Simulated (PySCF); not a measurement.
## SMILES [nH+]1cccc(COC)c1, [C7H10NO]+, charge +1

Geometry (Å), atoms numbered from 1 in this order:
```xyz
19

C    -3.2750   -0.5160    0.4450
O    -1.8732   -0.4118    0.6095
C    -1.2156    0.0418   -0.5396
C     0.2565    0.1229   -0.2830
C     1.1615    0.5487   -1.2586
C     2.5166    0.6040   -0.9659
C     2.9554    0.2367    0.2924
N     2.0693   -0.1663    1.2070
C     0.7596   -0.2326    0.9612
H    -3.5258   -1.2293   -0.3459
H    -3.7161    0.4570    0.2080
H    -3.6653   -0.8721    1.3947
H    -1.3976   -0.6371   -1.3906
H    -1.5864    1.0376   -0.8379
H     0.8062    0.8337   -2.2377
H     3.2284    0.9304   -1.7074
H     3.9981    0.2625    0.5706
H     2.4040   -0.4348    2.1309
H     0.0898   -0.5660    1.7399
```

Total charge +1.

Method used: PySCF 2.14.0, GIAO LC-wPBE/3-21G magnetisability, rotational g tensor and spin-rotation constants, non-relativistic, gas phase. Geometry: GFN2-xTB.

For an ion the centre-of-mass motion in the field is neglected.

Question: Give the nuclear spin-rotation constants along the inertial axes (H = +C I·J) beside the isotropic shieldings.

Answer: Rotational constants 4.7449, 0.9192, 0.7776 GHz. A star marks the isotopologue with that one atom substituted, in its own axes.
```csv
atom,isotope,Caa (kHz),Cbb (kHz),Ccc (kHz),mean (kHz),σ (ppm)
N8,14N,0.510,0.135,0.014,0.220,111.7
H10,1H,-0.520,-0.077,-0.018,-0.205,29.3
H11,1H,-0.520,-0.076,-0.019,-0.205,29.3
H12,1H,-0.433,0.008,-0.092,-0.172,28.4
H13,1H,-0.451,-0.078,-0.022,-0.184,28.1
H14,1H,-0.451,-0.077,-0.022,-0.183,28.1
H15,1H,-0.528,0.081,-0.102,-0.183,24.3
H16,1H,-0.034,-0.020,-0.102,-0.052,24.6
H17,1H,0.303,-0.090,-0.101,0.038,24.3
H18,1H,-0.529,0.064,-0.101,-0.189,22.9
H19,1H,-0.086,-0.006,-0.093,-0.062,23.5
C1,13C*,0.434,0.166,0.135,0.245,158.6
O2,17O*,-0.179,-0.018,-0.024,-0.074,355.3
C3,13C*,0.755,0.137,0.137,0.343,150.6
C4,13C*,1.938,0.320,0.051,0.769,77.3
C5,13C*,1.651,0.392,0.038,0.694,75.5
C6,13C*,1.648,0.320,0.037,0.668,93.1
C7,13C*,1.905,0.280,0.057,0.747,84.6
C9,13C*,1.889,0.299,0.055,0.748,81.8
```
For the geometry as given, no vibrational averaging.
